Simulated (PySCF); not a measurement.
## Electronic structure of In⁺ (indium, charge +1) at the UHF level

Configuration: [Kr] 4d10 5s2, closed-shell 1S. All numbers are calculated (PySCF 2.14, scalar relativity through the core potential, in def2-SVP with the def2 core potential (28 electrons)).

| Item | Value |
| --- | --- |
| Total energy | -189.015290 hartree |
| One-electron energy | -329.2856 hartree |
| Hartree (Coulomb) energy | 155.9140 hartree |
| Exchange energy | -15.6437 hartree |
| ⟨S²⟩ | 0.0000 |
| ⟨L²⟩ | 0.000 |
| Sum of ⟨r⟩ | 24.30 bohr |
| Sum of ⟨r²⟩ | 39.02 bohr² |
| Time after the integrals | 0.05 s of wall time on 1 thread of Neoverse-V1 (shared host) |

```json
{"shell": "4s", "electrons": "2", "mean orbital energy (hartree)": "-5.64421", "rms radius, mean of both spins (bohr)": "0.912"}
{"shell": "4p", "electrons": "6", "mean orbital energy (hartree)": "-3.89660", "rms radius, mean of both spins (bohr)": "0.996"}
{"shell": "4d", "electrons": "10", "mean orbital energy (hartree)": "-1.28076", "rms radius, mean of both spins (bohr)": "1.27"}
{"shell": "5s", "electrons": "2", "mean orbital energy (hartree)": "-0.63470", "rms radius, mean of both spins (bohr)": "2.77"}
```

Energies and moments cover only the electrons outside the core potential.
